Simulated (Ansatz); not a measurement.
`[CH3][GaH][CH3]` + H₂O → `[CH3][GaH-]([CH3])[OH2+]`  (adduct formation)

Program: Ansatz. Geometries: PBE0-D4/def2-TZVP. ΔE: electronic, gas phase. CBS: MP2 limit from def2 TZ/QZ plus the TZ coupled-cluster correction, frozen cores. This one scheme is used for every species. For Ga outer-core shells are correlated without core-valence functions, which leaves a few kJ/mol of doubt a bond. Scalar relativity is left out up to krypton. One conformer a species, not always the lowest.

`[CH3][GaH][CH3]`:

Cartesian coordinates in Å:
```
C 0.319 1.315 1.069
Ga 0.555 0.129 -0.488
C -0.664 -1.394 -0.766
H -0.441 2.067 0.832
H 1.235 1.845 1.333
H -0.039 0.763 1.942
H 1.724 0.400 -1.514
H -0.310 -2.246 -0.175
H -0.703 -1.712 -1.809
H -1.676 -1.166 -0.423
```

H₂O:

Z-matrix (Å, degrees):
```
O
H 1 0.960
H 1 0.960 2 105.1
```

`[CH3][GaH-]([CH3])[OH2+]`:

Z-matrix (Å, degrees):
```
C
Ga 1 1.976
H 1 1.094 2 110.3
H 1 1.092 2 111.6 3 119.3
H 1 1.093 2 111.4 3 -119.3
C 2 1.988 1 119.8 3 81.4
O 2 2.234 1 100.2 3 -176.7
H 2 1.591 1 119.2 3 -78.2
H 6 1.094 2 112.7 1 165.1
H 6 1.094 2 110.0 1 -75.9
H 6 1.094 2 111.7 1 42.4
H 7 0.963 2 106.4 1 119.2
H 7 0.963 2 107.7 1 -127.0
```

| species | CCSD(T)/def2-TZVPP energy (Eh) |
| --- | --- |
| `[CH3][GaH][CH3]` | -2003.73512 |
| H₂O | -76.33701 |
| `[CH3][GaH-]([CH3])[OH2+]` | -2080.09392 |

Task: Work out ΔE.

Result: ΔE = (-2080.09392) − (-2003.73512) − (-76.33701) = -0.02179 Eh = -57.2 kJ/mol. CCSD(T)/CBS gives -51.2 kJ/mol.

Largest T1 diagnostic among the species: 0.011.

The D4 term adds −10.1 kJ/mol with B3LYP and −5.6 kJ/mol with PBE0; it sums over pairs of atoms, weighted by their polarisabilities, and B3LYP, whose exchange is more repulsive, gets the larger term. Leaving LDA and LC-ωPBE aside and taking each functional with its dispersion term where it has one, the values, not all of them listed here, spread over 11.7 kJ/mol, from r2SCAN-D4 to BLYP-D4. LDA lies −27.7 kJ/mol from PBE without D4.

B3LYP here is the variant with VWN-RPA as its local correlation; programs differ in this.
